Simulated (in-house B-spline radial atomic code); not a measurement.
How numerical settings move a run on Ga, [Ar] 3d10 4s2 4p1. Computed with a B-spline radial code for spherical atoms: scalar-relativistic (X2C) Hartree-Fock, average of configuration, Fermi nucleus of rms radius 3.9973 fm.

Command:
```bash
python run_scf.py task.json out
```
Settings of the sound reference run:
```
Z                31
electrons        31
configuration    [Ar] 3d10 4s2 4p1
hamiltonian      x2c
method           hf
spin_polarised   False
nucleus          fermi
rms_radius       3.9973
mass_number      69
atomic_mass      68.92557
speed_of_light   137.036
knot_spacing     0.22
spline_order     8
gauss_points     12
box_radius       50
max_iterations   70
damping          0.5
damped_steps     3
diis_vectors     10
tolerance        1e-08
start            Thomas-Fermi
```

Cost of the run: 0.29 s on 1 thread of Arm Neoverse N1 (shared host).

It converges in 10 iterations to -1942.228968 hartree, with 4p at -5.63619 eV. The other runs change the listed settings, some to values that make no sense; their results aren't properties of the atom or ion. Radii are in bohr (the nuclear one in fm), a minus after a letter asks for a j subshell, and «unchanged» means within 1e-8 hartree. The run stops when the residual is below 10 × tolerance × max(1, Z/10), or a noise floor if that is larger, and the energy moves by less than 1e-8 × √|E| hartree; so very loose and very tight tolerances often act alike.

| changed settings | outcome |
| --- | --- |
| box_radius = 200 | converged in 10 iterations, energy -1.62e-07 hartree from the reference |
| diis_vectors = 20 | converged in 10 iterations, energy unchanged |
| spline_order = 7, gauss_points = 4, max_iterations = 5, damping = 0.8 | not converged after 5 iterations, last residual 2.3e-02, last energy +1.26e-02 hartree from the reference |
| electrons = 34, configuration = [Ar] 3d10 4s2 4p1 5s3, max_iterations = 50 | stopped with error: shell 5s holds at most 2 electrons |
| box_radius = 3 | converged in 9 iterations, energy +1.38e+00 hartree from the reference, 4p level +1.9e+01 eV (the program warns: 4p has a positive eigenvalue: unbound, held by the box; 4s has a positive eigenvalue: unbound, held by the box) |
| start = bare nucleus | converged in 12 iterations, energy unchanged, 4p level -6.2e-06 eV |
| knot_spacing = 0.4, spline_order = 6, gauss_points = 3, max_iterations = 60, damped_steps = 30 | converged in 26 iterations, energy -7.44e-03 hartree from the reference, 4p level +2.8e-04 eV |
| box_radius = 100, max_iterations = 5, damping = 0.2 | not converged after 5 iterations, last residual 2.1e-02, last energy +1.12e-02 hartree from the reference |
| diis_vectors = 1 | not converged after 70 iterations, last residual 1.2e-06, last energy -3.00e-10 hartree from the reference |
| diis_vectors = 4 | converged in 11 iterations, energy unchanged, 4p level -7.2e-06 eV |
| box_radius = 15 | converged in 10 iterations, energy +3.66e-06 hartree from the reference, 4p level +4.3e-05 eV (the program warns: 4p reaches the box edge) |
| box_radius = 100, max_iterations = 50, damped_steps = 30, diis_vectors = 0 | converged in 24 iterations, energy -3.57e-08 hartree from the reference, 4p level +2.5e-06 eV |
| box_radius = 7.5 | converged in 10 iterations, energy +7.95e-03 hartree from the reference, 4p level +1.9e-01 eV (the program warns: 4p reaches the box edge; 4s reaches the box edge) |
| electrons = 32, configuration = [Ar] 3d10 4s2 4p1 1f1, max_iterations = 50 | stopped with error: there is no 1f shell |

Problem. What happens with diis_vectors = 0?

Solution. Converged in 24 iterations, energy unchanged, 4p level +2.5e-06 eV.

Problem. What happens with box_radius = 100?

Solution. Converged in 10 iterations, energy -3.57e-08 hartree from the reference.

Problem. What happens with diis_vectors = 2?

Solution. Converged in 11 iterations, energy unchanged, 4p level +3.8e-06 eV.

Problem. What happens with box_radius = 10?

Solution. Converged in 10 iterations, energy +6.76e-04 hartree from the reference, 4p level +1.4e-02 eV (the program warns: 4p reaches the box edge; 4s reaches the box edge).
